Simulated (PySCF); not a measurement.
Molecule: SMILES N#CSc1ccco1, C5H3NOS.

Atom-mapped SMILES (the numbers label the heavy atoms): `[N:1]#[C:2][S:3][c:4]1[cH:5][cH:6][cH:7][o:8]1`; H(Xn) means a hydrogen on atom n.

Geometry PBE0-D3(BJ)/def2-SVP throughout; GIAO in PySCF 2.14.0 with density-fitted response routines, gas phase, one conformer, non-relativistic; equivalent atoms averaged; basis pcSseg-1.

Question: How do the absolute shieldings σ depend on the functional? (a selection of nuclei; ppm; last column core-seconds on 1 thread of an Arm Neoverse V1, shared host; the GGAs took longer than the global hybrids here, which isn't the general rule, and the cause wasn't traced)

Answer: 
| functional | kind | N1 | C7 | C4 | C2 | C6 | S3 | O8 | H(C5) | H(C6) | core-s |
| --- | --- | --- | --- | --- | --- | --- | --- | --- | --- | --- | --- |
| HF | Hartree–Fock | -80.0 | 33.5 | 50.8 | 69.9 | 74.6 | 564.7 | 39.6 | 24.36 | 25.00 | 7.8 |
| LDA | LDA | -76.5 | 25.2 | 40.5 | 67.5 | 58.2 | 492.3 | -3.9 | 23.83 | 24.12 | 19 |
| PBE | GGA | -66.8 | 30.4 | 45.1 | 72.8 | 63.0 | 496.9 | 2.0 | 24.28 | 24.58 | 23 |
| BLYP | GGA | -71.2 | 24.9 | 37.6 | 68.3 | 57.9 | 475.4 | -1.7 | 24.54 | 24.85 | 26 |
| BP86 | GGA | -65.8 | 29.8 | 44.4 | 72.4 | 62.6 | 492.7 | 2.7 | 24.34 | 24.65 | 26 |
| B3LYP | global hybrid | -74.0 | 25.7 | 39.6 | 67.3 | 60.3 | 493.7 | 3.7 | 24.41 | 24.79 | 15 |
| PBE0 | global hybrid | -69.9 | 31.4 | 47.2 | 71.5 | 66.0 | 518.3 | 8.5 | 24.18 | 24.56 | 16 |
| BHandHLYP | global hybrid | -77.5 | 27.4 | 42.6 | 66.9 | 64.6 | 518.9 | 14.4 | 24.31 | 24.77 | 14 |
| wB97X-D | range-separated hybrid | -69.9 | 30.1 | 45.2 | 69.3 | 65.6 | 514.2 | 12.4 | 24.26 | 24.69 | 20 |

Question: Which nucleus among those listed moves most, in ppm?

Answer: S3 (sulfide sulfur): from 475.4 ppm with BLYP to 564.7 ppm with HF. The smallest spread is 0.72 ppm, at H(C5). Proton shifts span only some 12 ppm, so a few tenths of a ppm matter as much there as several ppm in carbon.
